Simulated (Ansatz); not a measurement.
A geometry optimisation of CH4BeOS with PBE0-D3(BJ)/def2-SVP

The starting geometry of this gas-phase singlet was optimised with GFN2-xTB.

```xyz
8

C    -0.0464   -0.1368    0.4827
Be   -1.1497   -1.3734    0.1029
O    -1.9738   -2.4398   -0.1732
S    -1.6151    0.8440    0.3546
H    -2.6173   -3.0909   -0.3900
H     0.4077    0.1288    1.4318
H     0.5799    0.2887   -0.2971
H    -2.0782    0.5799    1.5717
```

Where would you expect an optimisation with PBE0-D3(BJ)/def2-SVP to take it?

A bond breaks, leaving `[OH][Be][CH2]S`. Contacts that open: Be2–S4 (2.28 → 2.77 Å).

The energy falls by 0.25 eV over 15 steps:

```
step  E − E(last) (eV)
   1             0.254
   3             0.072
   4             0.038
   6             0.016
   7             0.012
   9             0.007
  10             0.006
  12             0.000
  13             0.000
  15             0.000
```

Final geometry (Å):

```csv
atom,x (Å),y (Å),z (Å)
C,-0.2018,-0.0986,0.4793
Be,-1.0549,-1.5012,0.1443
O,-1.7843,-2.6769,-0.1227
S,-1.4989,1.2097,0.5060
H,-2.6056,-3.0106,-0.4713
H,0.4312,-0.0319,1.3776
H,0.4360,0.1796,-0.3772
H,-2.2146,0.7306,1.5475
```

Frequencies at the end are all real (lowest 88 cm⁻¹). Run with Ansatz 0.2.0, 38 s on 1 thread of Arm Neoverse V1, with other jobs on the host.
